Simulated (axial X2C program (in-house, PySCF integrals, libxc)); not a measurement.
WC: from the spin-free to the two-component result

Calculated with an in-house all-electron X2C program for linear molecules (integrals from PySCF). Spin-free means the one-electron spin-free X2C Hamiltonian; two-component (2c) means X2C with spin–orbit coupling and atomic mean-field two-electron Coulomb and Gaunt terms, so the difference of the two also holds small scalar two-electron terms. Basis: W dyall-cv3z [13s14p9d7f4g], C dyall-v3z [7s6p2d1f] (cores contracted in-house); Gaussian nuclei, density fitting, unrestricted open shells. Masses: W 183.951 u, C 12.000 u.

Spin-free state: M_S = 1, Λ = 2 (beyond evenly filled blocks: σα, δ+α); fragments W + C.

| level | Re (Å) | ωe (cm⁻¹) | μ (D) |
| --- | --- | --- | --- |
| HF | 1.965 | 483.7 | -2.02 |
| TPSSh | 1.704 | 1006.4 | -4.19 |

Dipoles are positive if C is the positive end.

Two-component determinant lowest at the distance of the search:

Ω = 1 (⟨Sz⟩ = -0.97, ⟨Lz⟩ = 1.97 at HF); fragments W + C.

```csv
level,Re (Å),ωe (cm⁻¹),μ (D)
HF,1.971,487.6,-1.95
TPSSh,1.706,996.5,-4.18
```

Q: From the two tables, how do the constants change at the HF level (2c against spin-free)?

A: At the HF level Re goes up by 0.006 Å and ωe rises by 3.9 cm⁻¹.

One determinant describes the state; a PBE0 search over occupations chose it and may have missed a lower one. De is not given where an atomic determinant may have missed its ground term or J level, or where the truncated virtual space spoils (T). Density functionals use the spin component along the axis (collinear). Other states lie close and PBE0, whose exact exchange favours high spin, may order them wrongly; the determinant shown need not be the ground state. The nearest other spin-free determinant of the search, M_S = 2, Λ = 0, lies 0.08 eV up at the distance of the search. The functionals have no current-density term, which raises determinants with orbital currents, atoms included. With several unpaired electrons one determinant need not be a pure state. The determinant is spin-polarised beyond a pure state at some levels (its spin-free form has ⟨S²⟩ too high), which makes Re and μ there less reliable.
